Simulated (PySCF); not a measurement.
**Adding and removing an electron: CaBe**

r²SCAN; PySCF, no relativity, basis sets Ca def2-SVP, Be def2-SVP. Neutral (UKS): singlet (closed shell), Re = 3.308 Å, ωe = 189 cm⁻¹, De = 0.32 eV, HOMO -3.63 eV, LUMO -2.27 eV.

CaBe⁺ (UKS): doublet (σ ↑), Re = 3.022 Å, ωe = 276 cm⁻¹, De = 0.87 eV to Ca⁺ + Be. The energies at the minima are -692.06446 hartree for CaBe and -691.86912 for CaBe⁺.

Task: Work out the adiabatic ionisation energy, without and with harmonic zero-point energies (1 hartree = 27.2114 eV, 1 eV = 8065.5 cm⁻¹), and the change of the bond length.

Result: At r²SCAN: 0.19534 hartree = 5.315 eV between the minima; the zero-point term (276.0 − 189.0)/2 cm⁻¹ = +0.005 eV makes it 5.321 eV. Re changes by -28.6 pm against the neutral. Minus the HOMO energy is 3.63 eV, -1.69 eV from the value between the minima; self-interaction puts the Kohn–Sham level too high, less so with exact exchange. The electron leaves a σ orbital, and the shorter bond of the ion fits an antibonding orbital, or a change in how ionic the bond is.

Closed-shell solutions of metal pairs were not tested for spin polarisation, which can lower them a little. Weak bonds: CaBe. Basis-set superposition, not corrected here, can be much of De in a small basis, most of all at correlated wavefunction levels. For an ion De counts to the pair picked by the measured ionisation energies or electron affinities, which need not be the lowest pair at this level. States were picked by a PBE0 search and need not be the measured ground states.
